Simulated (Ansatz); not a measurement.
The same path of Cl3GeH (5 atoms, charge 0, multiplicity 1) was run twice with different band settings. Lost on the way: Ge1–H2, Ge1–Cl3. Made: H2–Cl3.

Theory: RKS PBE0-D4/def2-SVP (Ansatz 0.2.0).

Relaxed end points:

```xyz
5
Properties=species:S:1:pos:R:3
Ge 0.177 0.000 0.286
H -0.066 0.000 1.792
Cl 2.270 0.000 -0.138
Cl -0.690 1.732 -0.616
Cl -0.690 -1.732 -0.616
```

```xyz
5
Properties=species:S:1:pos:R:3
Ge -1.040 0.000 0.170
H 1.729 0.000 2.132
Cl 1.906 0.000 0.855
Cl -0.798 1.685 -1.225
Cl -0.798 -1.685 -1.224
```

Common settings: spring 5.0 eV/Å²; optimiser quadratic models (default); start path through a guess of the saddle point; force threshold 0.05 eV/Å; end points relaxed.

| run | movable images | climbing image | iteration limit |
| --- | --- | --- | --- |
| 1 | 9 | yes | 39 |
| 2 | 8 | no | 49 |

Problem. What does each run give, and how far can it be trusted?

Solution. Run 1: converged after 9 iterations, highest image 2.166 eV above the first end. A vibrational analysis at the climbing image gives one clearly imaginary mode, 1060i cm⁻¹: a first-order saddle point.
Run 2: converged after 8 iterations, highest image 2.166 eV above the first end. No image climbed, so the highest image needn't sit at the top of the path.
The orbitals stay closed-shell, which can raise the energy where a bond breaks towards radicals; this wasn't checked here.
